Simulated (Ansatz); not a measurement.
Start from `C[SiH](C)[NH][AlH2]` and change one atom or group to get `C[SiH](C)O[SiH3]`.

Ansatz, PBE0-D4/def2-TZVP geometries, multiplicity 1. Each molecule was computed in one conformer, which needn't be the lowest.

```csv
property,`C[SiH](C)[NH][AlH2]`
size of the dipole moment (PBE/def2-TZVPP) / D,1.51
HOMO energy (PBE/def2-TZVPP) / eV,-6.20
HOMO–LUMO gap (ωB97M-V/def2-TZVPP) / eV,10.51
HOMO energy (PBE0/def2-TZVPP) / eV,-7.45
HOMO energy (ωB97M-V/def2-TZVPP) / eV,-9.75
HOMO–LUMO gap (PBE/def2-TZVPP) / eV,4.64
```

**Question.** What does the change do to each property? (An estimate is asked.)

**Answer.** Computed: 
```tsv
property	`C[SiH](C)O[SiH3]`	shift
size of the dipole moment (PBE/def2-TZVPP) / D	0.97	-0.54
HOMO energy (PBE/def2-TZVPP) / eV	-6.91	-0.71
HOMO–LUMO gap (ωB97M-V/def2-TZVPP) / eV	12.48	1.97
HOMO energy (PBE0/def2-TZVPP) / eV	-8.29	-0.84
HOMO energy (ωB97M-V/def2-TZVPP) / eV	-10.57	-0.82
HOMO–LUMO gap (PBE/def2-TZVPP) / eV	6.33	1.69
```

With PBE0 the HOMO falls by 0.84 eV and the LUMO rises by 1.08 eV, so the gap widens by about 1.92 eV. PBE moves the HOMO by -0.71 eV and ωB97M-V by -0.82 eV. Dipoles are sizes alone; their direction can turn.
